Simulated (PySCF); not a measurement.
**CsF₂⁻: from structure and modes to constants**

Computed with PySCF, PBE0, basis Cs def2-TZVPD with ECP46, F def2-TZVPD (scalar-relativistic core potentials, no spin–orbit coupling, density fitting).

The singlet minimum has C2v symmetry. Masses (u): Cs 132.90545, F 18.99840.

```xyz
3
charge -1 multiplicity 1, angstrom
Cs    0.0000    0.2063    0.0000
F     0.0000   -0.6027    2.4932
F     0.0000   -0.6027   -2.4932
```

Harmonic wavenumbers (cm⁻¹): 34.6 (a1, ×1), 231.7 (b2, ×1), 248.6 (a1, ×1).

Problem. Find the principal moments of inertia and the rotational constants. What kind of rotor is it?

Solution. About the centre of mass I = 19.343, 236.18, 255.53 u Å². With B = 16.8576/I this gives 0.8715, 0.07138, 0.06597 cm⁻¹. The molecule is an asymmetric top with κ = -0.99.

Problem. What is the harmonic zero-point energy?

Solution. Half the sum of all 3 wavenumbers, 515/2 = 257 cm⁻¹, which is 3.1 kJ/mol (1 cm⁻¹ = 0.0119627 kJ/mol).

Problem. Find the vibrational entropy and heat capacity at 298.15 K.

Solution. With u = 1.43878 ω/T, each mode gives S = R[u/(eᵘ−1) − ln(1−e⁻ᵘ)] and C = R u² eᵘ/(eᵘ−1)².
| ω (cm⁻¹) | u | S (J/(mol K)) | C (J/(mol K)) |
| --- | --- | --- | --- |
| 34.6 | 0.167 | 23.21 | 8.30 |
| 231.7 | 1.118 | 7.81 | 7.50 |
| 248.6 | 1.200 | 7.28 | 7.39 |
The sums over all modes are S = 38.3 and C = 23.2 J/(mol K); the softest mode gives 61 % of the entropy.

Problem. Give the standard entropy (298.15 K, 1 bar) by its translational, rotational, vibrational and spin parts, and Cp.

Solution. Sackur–Tetrode with M = 170.90 u gives 173.0; rotation with symmetry number 2 gives 100.8; vibration 38.3; spin R ln 1 = 0.0. The total is 312.1 J/(mol K), and Cp = 4 R + 23.2 = 56.4 J/(mol K).

Other isomers or separated fragments may lie lower. The lowest empty level of this anion is unbound, so it and the gap depend on the basis.
